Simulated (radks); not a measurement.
Coulomb parameter of the 3d shell of neutral iron in the model configuration [Ar] 3d4.5 4s2 4p1.5, as a second difference U = [E(n + 0.5) + E(n - 0.5) - 2 E(n)] / (0.5)^2 with all orbitals relaxed. "Bare": the charge of the atom changes with n. "Screened": the 4p shell takes up the change at fixed total charge, which measures U(3d,3d) + U(4p,4p) - 2 U(3d,4p). Calculated with a radial shooting solver on a logarithmic mesh with Libxc functionals: scalar-relativistic Kohn-Sham, PBE, spin-unpolarised, spherical densities, point nucleus.

| case | configuration | E - E(n) (eV) |
|---|---|---|
| start | [Ar] 3d4.5 4s2 4p1.5 | 0.000 |
| bare +0.5 | [Ar] 3d5 4s2 4p1.5 | -7.182 |
| bare -0.5 | [Ar] 3d4 4s2 4p1.5 | 10.673 |
| screened +0.5 | [Ar] 3d5 4s2 4p1 | -6.476 |
| screened -0.5 | [Ar] 3d4 4s2 4p2 | 8.013 |

U(bare) = 13.967 eV, U(screened by 4p) = 6.148 eV, against the Slater integral F0(3d,3d) = 25.300 eV with frozen orbitals. The step up makes a negative ion, whose loosely bound charge lowers the bare value.
